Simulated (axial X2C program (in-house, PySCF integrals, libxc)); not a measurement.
## BrTiBr⁺: properties at the nuclei

Calculated with an in-house all-electron X2C program for linear molecules (integrals from PySCF): two-component X2C with atomic mean-field Coulomb and Gaunt terms, Gaussian nuclei, basis Br dyall-av3z, Ti dyall-v3z with contracted cores.

Br–Ti–Br held linear, with bonds 2.304 and 2.304 Å (near the PBE0 minimum at charge 1 of the determinant lowest at the starting distance; the state shown can have its own minimum elsewhere, held linear; other orders of the atoms were not compared).

Determinant lowest in the PBE0 search, Ω = 3/2 (⟨Sz⟩ = -0.50, ⟨Lz⟩ = 2.00 at PBE0), spin on the atoms Br 0.05, Ti -0.59, Br 0.05:

```tsv
level	A∥/gI Br (MHz)	qzz Br (a.u.)	A∥/gI Ti (MHz)	qzz Ti (a.u.)
PBE0	-12.3	-0.35	380	-1.41
HF	-7.77	0.11	403	-1.24
LDA	-6.06	-0.66	355	-1.59
```

Determinant 0.03 eV from it at PBE0 and this distance, Ω = 5/2 (⟨Sz⟩ = 0.50, ⟨Lz⟩ = 2.00 at PBE0), spin on the atoms Br -0.05, Ti 0.59, Br -0.05:

```tsv
level	A∥/gI Br (MHz)	qzz Br (a.u.)	A∥/gI Ti (MHz)	qzz Ti (a.u.)
PBE0	-0.542	-0.36	86.1	-1.42
HF	-14.6	0.09	78.6	-1.24
LDA	5.52	-0.66	93.3	-1.60
```

A∥ (defined per Ω) follows by multiplying with gI = μI/(I μN); qzz is the electric field gradient, eQq0 = 234.96 MHz × Q/barn × qzz. The operators were transformed with the bare-nucleus X2C matrices; with these basis sets, hyperfine constants and field gradients can be off by tens of per cent, and where levels differ in sign neither size nor sign is settled.

(1) With gI(47Ti) = -0.3154, Q(47Ti) = 0.302 barn (g factors from the IAEA table of nuclear moments by Stone; Q from Pyykkö, Mol. Phys. 2018), turn the PBE0 values of the first state into constants in MHz.

The molecule was held linear; bending was not examined, so a bent shape may lie lower.

Each state is one determinant with collinear spin. Unrestricted Hartree–Fock can overshoot spin polarisation at the nuclei. The search compared states at one distance, so a state with another bond length can lie lower. Where a field gradient or hyperfine factor spreads by more than a factor of two over the levels, a constant derived from it is not to be relied on. PBE0 term energies can be off by some tenths of an eV.

## Answers

(1) A∥(47Ti) = 380 × -0.3154 = -120 MHz; eQq0(47Ti) = 234.96 × (0.302) × (-1.41) = -100 MHz.
